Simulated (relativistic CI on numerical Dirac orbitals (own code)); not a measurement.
**Mo XXXI: sensitivity of the levels to the model**

Base calculation: Dirac-Coulomb-Breit CI, orbitals from a KLI potential per configuration, QED by a radiative potential, unscaled Slater integrals.

CI space (outside the closed core [Ne]): 3s2, 3s 3p, 3p2, 3s 3d, 3d2, 3p 3d, 3p 4s, 3d 4s, 3s 4s, 3s 4p, 3s 4d, 3s 4f, 3s 5s, 3s 5p, 3s 5d, 4s2, 3s 5f, 3s 5g, 3s 6s, 3s 6p, 3s 6d. Levels of other configurations are missing.

Variants: (1) P86 correlation estimate; (2) Breit term removed. Shifts of the energy above 3s2 1S_0, in cm⁻¹, for the lowest level and the first level of each name with at least 55 % of one term (blank where a level changes its place among those of its configuration and J or its character, or is not in the variant):

| Level | Base | Δ(1) | Δ(2) |
| --- | --- | --- | --- |
| 3s2 1S_0 | 0 | 0 | 0 |
| 3s 3p 3P°_0 | 486161 | +1620 | -4194 |
| 3s 3p 3P°_1 | 524295 | +1620 | -3508 |
| 3s 3p 3P°_2 | 696508 | +1620 | -108 |
| 3s 3p 1P°_1 | 867362 | +1629 | -511 |
| 3p2 3P_0 | 1172044 | +3106 | -8054 |
| 3p2 1D_2 | 1330514 | +2847 | -3025 |
| 3p2 3P_1 | 1337468 | +3127 | -4550 |
| 3p2 3P_2 | 1520110 | +2685 | +80 |
| 3s 3d 3D_1 | 1546300 | +1098 | +1812 |
| 3s 3d 3D_2 | 1563711 | +1200 | +2931 |
| 3s 3d 3D_3 | 1588860 | +1098 | +4606 |
| 3p2 1S_0 | 1671405 | +3060 | -1219 |
| 3s 3d 1D_2 | 1752986 | +1710 | +2109 |

At this charge energies of transitions that change n are usually good to better than 1 %, and those within a shell (Δn = 0) to a few per cent.

Ionisation energy from the two ground configurations alone: base 1723.88 eV; P86 correlation estimate 1724.9 eV; Breit term removed 1724.69 eV. The NIST ASD value (semi-empirical) is 1730.1 eV.

LS names give the leading component of a level, which can be under half, so a name can repeat, a term be missing and a line seem to break the LS rules.
